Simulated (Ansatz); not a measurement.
Start from `F/C=[C](/F)[GaH2]` and change one atom or group (the configuration at the double bond changes too) to get `F/C=C(\F)Br`.

Ansatz, PBE0-D4/def2-TZVP geometries, multiplicity 1. 

Scalar relativity is left out up to krypton.

```
                                          property  `F/C=[C](/F)[GaH2]`
size of the dipole moment (ωB97M-V/def2-TZVPP) / D                 0.26
           HOMO–LUMO gap (ωB97M-V/def2-TZVPP) / eV                 9.44
                 LUMO energy (PBE/def2-TZVPP) / eV                -2.86
               LUMO energy (B3LYP/def2-TZVPP) / eV                -2.35
               HOMO energy (B3LYP/def2-TZVPP) / eV                -7.33
             LUMO energy (ωB97M-V/def2-TZVPP) / eV                -0.32
```

Problem. What does the change do to each property? (An estimate is asked.)

Solution. Ansatz gave: 
```json
{"property": "size of the dipole moment (ωB97M-V/def2-TZVPP) / D", "`F/C=C(\\F)Br`": "1.52", "shift": "1.26"}
{"property": "HOMO–LUMO gap (ωB97M-V/def2-TZVPP) / eV", "`F/C=C(\\F)Br`": "11.51", "shift": "2.07"}
{"property": "LUMO energy (PBE/def2-TZVPP) / eV", "`F/C=C(\\F)Br`": "-1.32", "shift": "1.54"}
{"property": "LUMO energy (B3LYP/def2-TZVPP) / eV", "`F/C=C(\\F)Br`": "-0.58", "shift": "1.77"}
{"property": "HOMO energy (B3LYP/def2-TZVPP) / eV", "`F/C=C(\\F)Br`": "-7.20", "shift": "0.13"}
{"property": "LUMO energy (ωB97M-V/def2-TZVPP) / eV", "`F/C=C(\\F)Br`": "1.90", "shift": "2.22"}
```

With PBE0 the HOMO rises by 0.11 eV and the LUMO rises by 1.80 eV, so the gap widens by about 1.69 eV. PBE moves the HOMO by 0.14 eV and ωB97M-V by 0.15 eV. Dipoles are sizes alone; their direction can turn.

B3LYP here is the variant with VWN-RPA as its local correlation; programs differ in this.

Spin–orbit coupling is left out; it splits and shifts lone-pair levels of the heavy atoms by tenths of an eV.
